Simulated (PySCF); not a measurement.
**Radial density of P²⁺ (phosphorus, charge +2)**

UHF, [Ne] 3s2 3p1, 2P determinant. Computed with PySCF 2.14 in cc-pV(D+d)Z (4s3p2d, 23 functions), with no relativity, point nucleus.

| r (bohr) | 4πr²ρ (e/bohr) | 4πr²(ρα − ρβ) |
| --- | --- | --- |
| 0.00147 | 0.05685 | 0.0000 |
| 0.00247 | 0.1565 | 0.0000 |
| 0.00416 | 0.4200 | 0.0000 |
| 0.00700 | 1.093 | 0.0000 |
| 0.0118 | 2.678 | 0.0001 |
| 0.0198 | 5.966 | 0.0003 |
| 0.0333 | 11.29 | 0.0011 |
| 0.0560 | 16.38 | 0.0045 |
| 0.0942 | 15.81 | 0.0187 |
| 0.159 | 11.02 | 0.0619 |
| 0.267 | 13.59 | 0.1149 |
| 0.448 | 15.00 | 0.0603 |
| 0.754 | 5.392 | 0.0284 |
| 1.27 | 2.006 | 0.4494 |
| 2.13 | 1.369 | 0.4918 |
| 3.59 | 0.1226 | 0.0599 |
| 6.04 | 0.001396 | 0.0011 |
